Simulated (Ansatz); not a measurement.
One change: `BO` becomes `O[BH][GeH3]`.

Ansatz, PBE0-D4/def2-TZVP geometries, multiplicity 1. Each molecule was computed in one conformer, which needn't be the lowest.

Scalar relativity is left out up to krypton.

| property | `BO` |
| --- | --- |
| LUMO energy (B3LYP/def2-TZVPP) / eV | -0.69 |
| HOMO energy (ωB97M-V/def2-TZVPP) / eV | -11.23 |
| size of the dipole moment (PBE/def2-TZVPP) / D | 1.59 |
| HOMO–LUMO gap (PBE0/def2-TZVPP) / eV | 8.44 |
| LUMO energy (ωB97M-V/def2-TZVPP) / eV | 1.46 |
| HOMO–LUMO gap (B3LYP/def2-TZVPP) / eV | 7.99 |

(1) What does the change do to each property? (Best estimate.)

Results:

(1) Ansatz gave: 
```
                                      property  `O[BH][GeH3]`  shift
           LUMO energy (B3LYP/def2-TZVPP) / eV          -1.21  -0.52
         HOMO energy (ωB97M-V/def2-TZVPP) / eV          -9.99   1.24
size of the dipole moment (PBE/def2-TZVPP) / D           2.29   0.70
          HOMO–LUMO gap (PBE0/def2-TZVPP) / eV           6.84  -1.60
         LUMO energy (ωB97M-V/def2-TZVPP) / eV           0.98  -0.48
         HOMO–LUMO gap (B3LYP/def2-TZVPP) / eV           6.44  -1.55
```

With PBE0 the HOMO rises by 1.03 eV and the LUMO falls by 0.57 eV, so the gap narrows by about 1.60 eV. PBE moves the HOMO by 0.77 eV and ωB97M-V by 1.24 eV. The zero-point energy changes by 39.5 kJ/mol with +9 modes. Dipoles are sizes alone; their direction can turn.

B3LYP here is the variant with VWN-RPA as its local correlation; programs differ in this.
